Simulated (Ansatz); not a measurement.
`[Ag][Ag]` + `[Li][S]C` → `C[S][Ag]` + `[Li][Ag]` at 298.15 K and 1 bar (redistribution).

Calculated with Ansatz (gas phase, PBE0-D4/def2-TZVP geometries, no zero-point term in ΔE). CBS: MP2 limit from def2 TZ/QZ plus the TZ coupled-cluster correction, frozen cores. Elements past krypton have def2 core potentials. For Ag, Li outer-core shells are correlated without core-valence functions, which leaves a few kJ/mol of doubt a bond.

```tsv
species	CCSD(T)/CBS energy (Eh)	H − E (kJ/mol)	S (J/(mol·K))
`[Ag][Ag]`	-293.86984	11.3	257.9
`[Li][S]C`	-445.16369	116.5	293.1
`C[S][Ag]`	-584.56425	115.8	309.9
`[Li][Ag]`	-154.44244	11.8	231.8
```

H − E and S are ideal-gas, rigid-rotor, harmonic terms from PBE0-D4/def2-TZVP, for one conformer and one mirror image of each species. 1 Eh = 2625.50 kJ/mol, R = 8.31446 J/(mol·K).

Question: By hand: ΔE, ΔH, ΔS and ΔG.

Answer: ΔE = (-584.56425) + (-154.44244) − (-293.86984) − (-445.16369) = 0.02684 Eh = 70.5 kJ/mol. Δ(H − E) = 115.8 + 11.8 − 11.3 − 116.5 = -0.2, so ΔH = 70.3 kJ/mol. ΔS = 309.9 + 231.8 − 257.9 − 293.1 = -9.3 J/(mol·K). ΔG = 70.3 − 298.15 × (-9.3)/1000 = 73.1 kJ/mol.

Question: By hand: the equilibrium constant, and the temperature at which ΔG would vanish if ΔH and ΔS stayed fixed.

Answer: log₁₀ K = −ΔG/(RT ln 10) = -12.8. ΔH and −TΔS have one sign here, so there is no such temperature.

The number of gas molecules stays the same, so ΔS is small and ΔH decides. A doubt of 5 kJ/mol in ΔE shifts log₁₀ K by 0.9 here. Other conformers and mirror images would add mixing entropy, several J/(mol·K) or more a flexible species. Modes under 60 cm⁻¹, often nearly free rotors, make the harmonic entropy too high. These are equilibria of isolated gas molecules and say nothing of rates. Largest T1 diagnostic: 0.028 (customary marks: 0.02 for closed shells, 0.045 for open ones).

ΔS is within the doubt of such terms, so its sign, and with it that verdict, could turn.
